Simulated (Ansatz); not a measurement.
Complex (SMILES): [SiH4] (SiH4) with CC#N, atoms 1 to 5 the first; geometry from B3LYP-D3(BJ)/def2-TZVP, monomers rigid:
```xyz
11

Si    -0.2782    -0.3110     0.5434
H      0.3703     0.3249    -0.6277
H      0.4858    -0.0047     1.7685
H     -1.6621     0.2034     0.6592
H     -0.3267    -1.7748     0.3228
C     -3.3733    -2.6798     1.4880
C     -2.5202    -2.2119     2.5677
N     -1.8380    -1.8349     3.4125
H     -4.2233    -3.2313     1.8900
H     -3.7418    -1.8307     0.9118
H     -2.8079    -3.3342     0.8241
```

Basis-set convergence of the counterpoise-corrected interaction energy at PBE with Ansatz (a quantum-chemistry and plane-wave program). Cartesian d functions, on some or all atoms, in 6-31G*, 6-31G**, 6-311G**; all else is spherical. The program fits the integrals of some runs and decomposes those of others, by size. No added dispersion term, no relativity. Functions are those of the species that has most. Reference: the value in aug-pcseg-3, -0.49 kcal/mol. Deviations are taken from unrounded values.

```json
[
 {"basis": "STO-3G", "functions": "31", "counterpoise-corrected interaction energy (kcal/mol)": "0.60", "minus reference (kcal/mol)": "1.09"},
 {"basis": "3-21G", "functions": "54", "counterpoise-corrected interaction energy (kcal/mol)": "-0.01", "minus reference (kcal/mol)": "0.48"},
 {"basis": "6-31G", "functions": "54", "counterpoise-corrected interaction energy (kcal/mol)": "0.08", "minus reference (kcal/mol)": "0.57"},
 {"basis": "6-31G*", "functions": "78", "counterpoise-corrected interaction energy (kcal/mol)": "-0.15", "minus reference (kcal/mol)": "0.34"},
 {"basis": "6-31G**", "functions": "99", "counterpoise-corrected interaction energy (kcal/mol)": "-0.16", "minus reference (kcal/mol)": "0.33"},
 {"basis": "6-311G**", "functions": "123", "counterpoise-corrected interaction energy (kcal/mol)": "-0.34", "minus reference (kcal/mol)": "0.15"},
 {"basis": "def2-SVPD", "functions": "140", "counterpoise-corrected interaction energy (kcal/mol)": "-0.48", "minus reference (kcal/mol)": "0.01"},
 {"basis": "aug-cc-pV(D+d)Z", "functions": "164", "counterpoise-corrected interaction energy (kcal/mol)": "-0.48", "minus reference (kcal/mol)": "0.01"},
 {"basis": "def2-TZVPD", "functions": "217", "counterpoise-corrected interaction energy (kcal/mol)": "-0.46", "minus reference (kcal/mol)": "0.03"},
 {"basis": "jun-cc-pV(T+d)Z", "functions": "263", "counterpoise-corrected interaction energy (kcal/mol)": "-0.46", "minus reference (kcal/mol)": "0.03"},
 {"basis": "def2-TZVPPD", "functions": "278", "counterpoise-corrected interaction energy (kcal/mol)": "-0.47", "minus reference (kcal/mol)": "0.02"},
 {"basis": "aug-cc-pV(T+d)Z", "functions": "354", "counterpoise-corrected interaction energy (kcal/mol)": "-0.49", "minus reference (kcal/mol)": "0.00"},
 {"basis": "def2-QZVPPD", "functions": "496", "counterpoise-corrected interaction energy (kcal/mol)": "-0.49", "minus reference (kcal/mol)": "0.00"},
 {"basis": "aug-cc-pV(Q+d)Z", "functions": "651", "counterpoise-corrected interaction energy (kcal/mol)": "-0.49", "minus reference (kcal/mol)": "0.00"}
]
```

The smallest set listed that lies within 0.1 kcal/mol of the reference with all its larger relatives (same family, alike in diffuse functions; a set with none counts only in the reference's own line) is def2-SVPD (140 functions, 0.01 kcal/mol off).
